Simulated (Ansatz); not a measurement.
Cost and result up the ladder for CdCl₄ (5 atoms). Total charge 0; singlet. Geometry: PBE0-D4/def2-SVP.

Cartesian coordinates in Å:
```
Cd -1.3417 -0.0657 -0.4733
Cl 1.1649 0.3099 1.0601
Cl -1.1748 -0.9123 -2.5825
Cl -1.6937 0.7980 1.6394
Cl 3.0453 -0.1299 0.3563
```

Ansatz on 4 threads of Arm Neoverse V2 on a shared host. Times are rough, and most runs start from the orbitals of an earlier one. PBE0-D4/def2-TZVP serves as the yardstick here, not as an exact answer. Differences are given only for rows in sets of like size (and for xTB, whose basis is part of the method), since another set adds its own error. Binding counts from free atoms at the same level (Cd singlet, Cl doublet; other spins of the atoms weren't run), without zero-point energy or a counterpoise term.

In the def2 sets Cd takes a core potential; there is no spin–orbit coupling. LC-ωPBE has ω = 0.4 bohr⁻¹. Correlated methods freeze 20 core orbitals; core or outer-core shells of Cd are correlated, in sets that lack core-valence functions. In the singlet, Cl2 and Cl5 lie 2.06 Å apart (atoms count from 1), so these atoms are partly bonded to each other. The structure comes from a short search, and lower isomers may exist.

Correlated methods converge slowly with the basis.

```
                         level  functions  wall time  binding energy per atom (eV)  difference from PBE0-D4/def2-TZVP (eV)
               PBE-D4/def2-SVP        103     0.85 s                          1.79                                       –
         LDA (SPW92)/def2-TZVP        188      0.9 s                          2.14                                    0.43
              PBE0-D4/def2-SVP        103      1.4 s                          1.70                                       –
PBE-D4/def2-TZVP (with forces)        188      1.9 s                          1.79                                    0.07
             LC-ωPBE/def2-TZVP        188      2.2 s                          1.67                                   -0.05
             PBE0-D4/def2-TZVP        188      2.9 s                          1.72                                    0.00
             RPA@PBE/def2-TZVP        188      3.7 s                          1.36                                   -0.36
           r2SCAN-D4/def2-TZVP        188      3.8 s                          1.75                                    0.04
            PBE-QIDH/def2-TZVP        188      4.6 s                          1.69                                   -0.02
             CCSD(T)/def2-TZVP        188       99 s                          1.58                                   -0.14
```
